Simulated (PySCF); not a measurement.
# Dipole response of B²⁺ (boron, charge +2)

[He] 2s1, 2S determinant. Computed with PySCF 2.14 in def2-TZVPPD, with no relativity, point nucleus. Coupled (time-dependent) response in atomic units; α is the mean over directions.

```json
{"method": "UHF", "mean α (bohr³)": "7.920", "C₆ (like pair)": "11.07", "S(−4)": "154.6"}
{"method": "PBE", "mean α (bohr³)": "7.002", "C₆ (like pair)": "9.250", "S(−4)": "121.1"}
{"method": "PBE0", "mean α (bohr³)": "7.211", "C₆ (like pair)": "9.655", "S(−4)": "128.3"}
{"method": "M06", "mean α (bohr³)": "7.050", "C₆ (like pair)": "8.785", "S(−4)": "140.1"}
{"method": "r2SCAN0", "mean α (bohr³)": "8.459", "C₆ (like pair)": "12.46", "S(−4)": "169.6"}
```

S(−4) is the Cauchy moment in α(ω) = α(0) + S(−4) ω² + …

α(iu) at M06:

```
u (hartree)  α(iu) (bohr³)
          0          7.050
     0.0500          6.717
      0.100          5.892
      0.200          3.997
      0.300          2.665
      0.500          1.378
      0.750         0.7697
       1.00         0.5004
       1.50         0.2656
       2.00         0.1664
       3.00        0.08523
       5.00        0.03725
```

For an ion, C₆ is the dispersion term alone; charge-induced terms of lower order in 1/R come first.
